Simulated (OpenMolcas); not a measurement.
Ti2+ (d2) in a complex was computed by SS-CASPT2, IPEA 0.25 Eh, real shift 0.3 Eh with the d shell active (OpenMolcas, ANO-RCC-VDZP on the metal). Its lowest spin-free states, and all those of the highest spin:

```
2S+1  Degeneracy  E (cm-1)
   3           1         0
   3           2      7060
   3           1      7560
   1           1      8520
   1           1      8620
   3           1     11030
   3           2     11450
   1           2     15070
   1           1     15250
   1           1     15700
   3           1     17530
   3           2     17740
```

Question: Is the site octahedral, tetrahedral or cube-like, axial, or of lower symmetry?

Answer: The states with 2S+1 = 3 have orbital degeneracies 1, 2, 1, 1, 2, 1, 2. There are pairs but no triples, so the site is axial: not cubic, but with a proper or improper axis of order three or more. The run had Ti2+ with 4 ligands (ammonia) in tetrahedral coordination (S4) at 2.04 Å. Ligand basis ANO-RCC-VDZP.

The least metal-like active orbital is 83 % on the metal (Löwdin) and no ligand orbital is active, so the numbers are rough. Ligand-to-metal charge-transfer states are missing. With no ligand orbital active B as a rule stays too high, so bands that hang on it stand too high and its fall with covalency is understated. With one d shell and no ligand orbital active, 10Dq can be off by tens of per cent for divalent 3d ions, low with halides held by bare charges and at times high in hosts. The distance lies 5 % under the 2.15 Å that this model takes as the normal distance (a Shannon-type radius plus a fixed donor radius); by an R⁻⁵ law this alone changes a d-shell field by about +30 %. No measured value stands beside these numbers; the geometry is a model, was not optimised and need not be the one that this ion takes.
